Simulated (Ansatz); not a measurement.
Input for Ansatz (a quantum-chemistry and plane-wave program): R-wB97M-V/def2-TZVPP on I2Zr (SMILES [I][Zr][I]), 2S+1 = 1, a spin state set in the input, which need not be the lowest. Elements past Kr take the def2 small-core potentials; no spin–orbit coupling.

Ansatz 0.2 input:
```yaml
crystal:
  periodic: [false, false, false]
  atoms:
    - {symbol: Zr, position_ang: [0.53611465, 0.18621015, 0.10575547]}
    - {symbol: I, position_ang: [-0.51209971, 1.87674651, -1.69142126]}
    - {symbol: I, position_ang: [-0.05708366, -2.01558505, 1.51534616]}
basis:
  gaussian:
    orbitals: def2-TZVPP
hamiltonian:
  xc: {name: wB97M-V}
```

It printed:

```
WARN ansatz: RAYON_NUM_THREADS=4 ignored (pool sized by the plan → 4); use --threads N
Functional definition: wB97M-V
integrals: 0.12 GiB planned
1108 factors; their error is unknown
integrals: 0.16 GiB planned
232 factors; integrals over basis functions are off by at most 8.0e-5 eV
mean field: 1.08 GiB planned
mean field evaluation 1: about -17478.6103 eV, gradient 1.9e1 eV
mean field evaluation 2: about -17478.0284 eV, gradient 3.0e1 eV
mean field evaluation 4: about -17480.4091 eV, gradient 1.9e0 eV
mean field evaluation 8: about -17480.7722 eV, gradient 5.9e-1 eV
mean field evaluation 16: about -17480.7725 eV, gradient 9.4e-4 eV
mean field evaluation 32: about -17479.7757 eV, gradient 6.9e0 eV
mean field -17480.77245453 eV, -642.4065388110 hartree, gradient 6.3e-5 eV, S^2 0.000000; 1 other end points of the search recorded, 0 dependent functions left out
reference -17480.77249940 eV, -642.4065404598 hartree; 31, 31 occupied and 125, 125 virtual orbitals, 1108 factors
Total energy: -17480.77249940 eV, -642.4065404598 hartree
```

Self-consistency was reached.

Cost: about 50 core-seconds (a rough figure).
